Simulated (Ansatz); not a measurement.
Coupled-cluster diagnostics for GeO4H4, Ansatz.

Geometry of the singlet (PBE-D4/def2-SVP):

```xyz
9

Ge   -0.905    0.139   -0.618
O     0.108   -1.318   -0.183
O     0.776    1.204    1.014
O     0.243    1.526   -0.363
O     1.937    0.448    0.848
H    -2.114    0.175    0.352
H    -1.233    0.139   -2.129
H    -0.354   -1.873    0.473
H     1.543   -0.440    0.607
```

Correlated methods freeze 13 core orbitals; core or outer-core shells of Ge are correlated, in sets that lack core-valence functions. The structure holds 2 bonds between oxygen atoms, so isomers without such links may lie far lower. Another isomer (singlet) lies 3.31 eV lower at PBE0-D4/def2-TZVP; other spin states weren't run for this one.

Question: Estimate the CCSD(T) correlation energy, the shares of MP2 and (T), T1 and the reference's ⟨S²⟩ for: charge 0, singlet, own geometry in def2-SVP; and the rough time on 4 threads of Arm Neoverse V2 on a shared host.

Answer: 
```csv
state,basis,correlation (eV),MP2 share (%),(T) share (%),T1,⟨S²⟩ (pure),wall time,remarks
"charge 0, singlet, own geometry",def2-SVP,-28.548,95.3,2.9,0.016,0.00 (0.00),8 s,restricted SCF unstable
```
Customary marks for T1 are 0.02 (closed shells), 0.045 (open shells) and about 0.05 (3d metals). T1 stays under 0.02 throughout.
